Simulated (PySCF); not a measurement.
# Basis-set dependence of excited states

Species: C₂H₉NOSi.
SMILES: `CN[SiH2]OC`

TDDFT with PBE0 (PySCF), vertical singlets, core orbitals frozen in the response, spherical d and f functions. The structure is a single PBE0-D3(BJ)/def2-SVP conformer in the gas phase; no vibrational or solvent corrections.

```csv
basis,functions,diffuse,S1 (eV),S2 (eV),S3 (eV),S4 (eV),S5 (eV),LUMO (eV),α (au)
6-31G*,92,no,6.89,7.60,8.03,8.10,8.41,1.69,51.9
6-31+G*,112,yes,5.79,6.53,6.64,6.98,7.12,0.16,58.8
def2-SVP,119,no,6.69,7.71,7.86,7.92,8.11,1.36,54.1
def2-SVPD,179,yes,6.13,7.01,7.03,7.35,7.41,0.49,64.5
aug-cc-pVDZ,200,yes,5.59,6.20,6.37,6.59,6.81,-0.16,66.1
def2-TZVP,215,no,6.29,7.16,7.31,7.56,7.75,0.79,61.3
def2-TZVPD,275,yes,5.86,6.62,6.71,6.98,7.15,0.16,65.6
```

Question: How much do these states and the polarisability depend on the basis?

Answer: States are compared by their number. Against the largest diffuse basis here (def2-TZVPD, itself not a converged limit), sets without diffuse functions differ by up to 1.04 eV in S1 and 1.26 eV in S5; the smaller diffuse sets differ by up to 0.28 and 0.33 eV. State by state, the largest deviation of a set without diffuse functions is S1 1.04, S2 1.09, S3 1.32, S4 1.12, S5 1.26 eV. The same number needn't mean the same state in each row. Against def2-TZVPD the polarisability deviates by -21% in 6-31G*, -10% in 6-31+G*, -18% in def2-SVP, -2% in def2-SVPD, +1% in aug-cc-pVDZ, -7% in def2-TZVP. A single + in a Pople set puts diffuse functions on heavy atoms only.

Without π bonds the low states may be Rydberg-like; a valence basis with one diffuse set may place them up to an eV too high.
